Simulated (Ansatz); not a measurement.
Species: InI2 (charge +1, singlet). 
Coordinates optimised at B3LYP-D3(BJ)/def2-TZVP (Ansatz, an electronic-structure program):
```xyz
3

In     0.0000     0.0000     0.0000
I      0.0000     0.0000    -2.5675
I      0.0000     0.0000     2.5675
```
Charge +1, spin multiplicity 1.

Basis-set convergence of Hartree-Fock and CCSD(T) correlation energies (hartree) with Ansatz. Correlated levels leave the core frozen unless marked. Spin-orbit coupling is left out. Frozen are the shells of the preceding noble gas and the d and f shells that filled before the atom's block. Past Kr the def2 sets carry scalar-relativistic core potentials.

```tsv
basis	functions	E(HF)	E(corr, CCSD(T))
def2-SVPD	102	-782.36822	-0.26616
def2-TZVPPD	174	___	___
```

Question: Some entries are withheld; supply them.

Answer: 
- def2-TZVPPD, E(HF): -782.39472
- def2-TZVPPD, E(corr, CCSD(T)): -0.35401
